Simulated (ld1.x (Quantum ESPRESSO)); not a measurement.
## nickel: excitation energies, all-electron against RRKJ

```
Element                 : Ni
Generator               : ld1.x (Quantum ESPRESSO) 7.5
Type                    : norm-conserving RRKJ (Kleinman–Bylander form)
Functional              : PBE
Relativity              : scalar-relativistic
Frozen core             : [Ne]
Valence charge          : 18
Reference configuration : 3s2 3p6 3d8 4s2 4p0
Partial waves           : 3s (bound): rc 1.20 bohr; 3p (bound): rc 0.80 bohr; 3d (bound): rc 1.15 bohr
Local potential         : the d channel
Core correction         : a·sin(br)/r model core inside 0.75 bohr
```

Occupied shells without a wave of their own: 4s. They enter only through the test configuration that unscreens the potential, and ld1.x also counts them in the model core charge.

Energies are relative to the spin-unpolarised reference configuration 3s2 3p6 3d8 4s2 4p0; without spin polarisation the order of configurations can differ from experiment. The frozen-core shift is the all-electron ΔE with the core orbitals held at their reference shape minus the fully relaxed ΔE.

ld1.x takes every shell without a wave as core, so the model core holds the 4s electrons as well and exchange and correlation see them twice. This cancels in the reference configuration, but the file is broken for other ones, and its errors say nothing about a proper core correction.

| valence configuration | charge | ΔE all-electron (eV) | error AE − PS (meV) | frozen-core shift (meV) |
| --- | --- | --- | --- | --- |
| 3s2 3p6 3d8 4s1 4p0 | +1 | 9.322 | -1303 | +1.1 |
| 3s2 3p6 3d8 4s0 4p0 | +2 | 26.673 | -3611 | +2.9 |
| 3s2 3p6 3d7 4s0 4p0 | +3 | 64.140 | -5804 | -0.5 |
| 3s2 3p6 3d7 4s2 4p1 | 0 | 10.545 | +95 | -4.0 |
| 3s1 3p6 3d8 4s2 4p0 | +1 | 119.397 | +192 | +18 |
| 3s2 3p6 3d8 4s1.5 4p0 | +0.5 | 3.717 | -536 | +0.5 |
| 3s2 3p6 3d8.5 4s1.5 4p0 | 0 | -1.183 | -338 | +1.8 |

Levels in the configuration 3s2 3p6 3d7 4s0 4p0:

| level | all-electron (eV) | pseudo (eV) |
| --- | --- | --- |
| 3s | -150.583 | -153.206 |
| 3p | -110.707 | -113.245 |
| 3d | -47.063 | -49.443 |

These tests converged, but a pseudo level misses the all-electron one widely, so the file describes the atom poorly there or has found another state: 3s2 3p6 3d8 4s0 4p0: empty 4s by 2.9 eV; 3s2 3p6 3d7 4s0 4p0: empty 4s by 4.5 eV. A variational frozen-core shift is positive and of second order in the change. This column holds negative values, so the frozen-core run of ld1.x carries numerical noise or an error of first order here, and the column gives no more than the rough size of the effect.

The potential misses its own reference levels by up to 0.9 eV.
